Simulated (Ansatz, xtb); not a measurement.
C5H5BrS: which of two isomers lies lower

Structure X is `SC1=C(Br)C=CC1`, a singlet and structure Y is `SC1=CC(Br)=CC1`, a singlet. Both are isolated molecules in the gas phase, relaxed with PBE0-D3(BJ)/def2-SVP; the shapes shown needn't be the lowest conformers.

X (Å):

```xyz
12

C    -2.2358    0.5549    1.0662
C    -2.4478   -0.5477    0.3060
C    -1.2086   -0.9594   -0.3475
C    -0.2274   -0.1082    0.0116
C    -0.7873    0.9288    0.9386
Br   -4.0820   -1.4296    0.1066
S    -3.4365    1.3868    2.0187
H    -2.5990    2.3305    2.4981
H    -1.1292   -1.8213   -1.0103
H     0.8151   -0.1421   -0.3043
H    -0.2819    0.9199    1.9213
H    -0.6712    1.9502    0.5330
```

Y (Å):

```yaml
atoms:
  - { symbol: C, position_ang: [-2.2622, 0.7900, 0.3877] }
  - { symbol: C, position_ang: [-1.7636, 0.0267, -0.6145] }
  - { symbol: C, position_ang: [-0.6373, -0.7308, -0.0760] }
  - { symbol: C, position_ang: [-0.4332, -0.4514, 1.2273] }
  - { symbol: C, position_ang: [-1.4634, 0.5538, 1.6395] }
  - { symbol: Br, position_ang: [0.3550, -1.9233, -1.1231] }
  - { symbol: S, position_ang: [-3.6187, 1.8862, 0.2690] }
  - { symbol: H, position_ang: [-3.5894, 2.2994, 1.5531] }
  - { symbol: H, position_ang: [-2.1159, -0.0335, -1.6435] }
  - { symbol: H, position_ang: [0.3326, -0.8678, 1.8790] }
  - { symbol: H, position_ang: [-2.1063, 0.1791, 2.4566] }
  - { symbol: H, position_ang: [-1.0063, 1.4925, 2.0020] }
```

Energies in hartree; the thermal terms are from GFN2-xTB frequencies at re-optimised GFN2-xTB minima (ideal gas, soft modes damped towards free rotors, one conformer each, 298.15 K, 1 atm) and include the zero-point energy:

```
                               X            Y
E, CCSD(T)/def2-SVP  −3162.677626  −3162.677102
    E, MP2/def2-SVP  −3162.591983  −3162.590924
  E, MP2/def2-TZVPP  −3163.486602  −3163.485128
  zero-point energy      0.079494      0.079447
       H(298 K) − E      0.087889      0.087816
       G(298 K) − E      0.046264      0.046284
```

Task: Correct the CCSD(T) difference for the basis set by the MP2 change, then work out ΔE, ΔE₀, ΔH and ΔG for X → Y in kJ/mol (1 Eh = 2625.50 kJ/mol) and the equilibrium ratio [Y]/[X].

Result: 1. Differences Y − X: CCSD(T) +0.000524, MP2 in the small set +0.001059, MP2 in the large set +0.001474 Eh.
2. ΔE = +0.000524 + (+0.001474 − (+0.001059)) = +0.000939 Eh = +2.47 kJ/mol.
3. ΔE₀ = ΔE + ΔZPE = +0.000939 + (−0.000047) Eh = +2.34 kJ/mol.
4. ΔH = ΔE + (−0.000073) Eh = +2.27 kJ/mol.
5. ΔG = ΔE + (+0.000020) Eh = +2.52 kJ/mol, so ΔS = (ΔH − ΔG)/T = −0.8 J/(mol K).
6. kT = 0.9442 mEh, so K = [Y]/[X] = exp(−ΔG/kT) = exp(−1.02) ≈ 0.36.

The two are too close for this level to say which is favoured. An error of 4 kJ/mol in ΔG would change K by a factor of 5. Mirror images and further conformers aren't counted.

As drawn, both hold the same kinds of bond in the same numbers.

Other levels gave ΔE = −4.3 (GFN2-xTB); −0.8 (HF/STO-3G, GFN2-xTB geometries); +1.2 (r2SCAN-D4/def2-SVP, GFN2-xTB geometries); +1.9 (PBE0-D3(BJ)/def2-SVP); −1.3 (HF/def2-SVP); +2.8 (MP2/def2-SVP); +1.4 (CCSD(T)/def2-SVP) kJ/mol. The correlated steps freeze 19 core orbitals; the filled d shell of Br is correlated, in a basis made for valence electrons. Programs: Ansatz 0.2.0, xtb 6.7.1.
